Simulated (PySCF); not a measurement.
Cl₃Sc, charge +1, doublet, geometry from GFN2-xTB (such geometries of metal compounds can be far from the true shape) (the multiplicity is a formal guess). Base run: PySCF with B3LYP/STO-3G.

Here is a job for PySCF.
```python
from pyscf import gto, scf, dft

mol = gto.Mole()
mol.atom = '''
    Sc    0.183030    0.532368    0.340666
    Cl    1.921532   -0.538951   -0.713484
    Cl   -0.815544   -1.092761    1.622522
    Cl   -1.332085    0.974081   -1.329861
'''
mol.basis = 'sto-3g'
mol.charge = 1
mol.spin = 1
mol.verbose = 4
mol.build()

mf = dft.UKS(mol)
mf.xc = 'b3lyp'
mf.kernel()
```

Variants of this job, named by their change:

```tsv
change	ΔE vs base (mEh)	fitting functions	outcome
base	0.000	-	converged
auxbasis = even-tempered beta=1.6	0.177	603	converged
auxbasis = even-tempered beta=3.0	-20.904	276	converged
exchange = seminumerical (SGX) (with mf = sgx.sgx_fit(mf, auxbasis='def2-universal-jfit'); with mf.with_df.dfj = True)	-13.448	242	converged
auxbasis = def2-universal-jkfit	-3.009	648	converged
auxbasis = cc-pvqz-jkfit	-	-	input refused
only_dfj = on; auxbasis = def2-universal-jfit	-13.447	242	converged
auxbasis = default (with mf = mf.density_fit())	-3.009	648	converged
auxbasis = def2-universal-jfit	1697.5	242	converged
auxbasis = cc-pvdz-jkfit	-	-	input refused
```

A fitting set is made for a task (jfit for Coulomb, jkfit for Coulomb and exchange, ri for correlation) and for a family of orbital bases.

Open shells are given as the SCF converged; they aren't shown to be the lowest states, and a large step between rows can be another state.

- auxbasis = cc-pvqz-jkfit: ended with `pyscf.lib.exceptions.BasisNotFoundError: Basis set not found for Sc in cc-pvqz-jkfit`
- auxbasis = cc-pvdz-jkfit: ended with `pyscf.lib.exceptions.BasisNotFoundError: Basis set not found for Sc in cc-pvdz-jkfit`
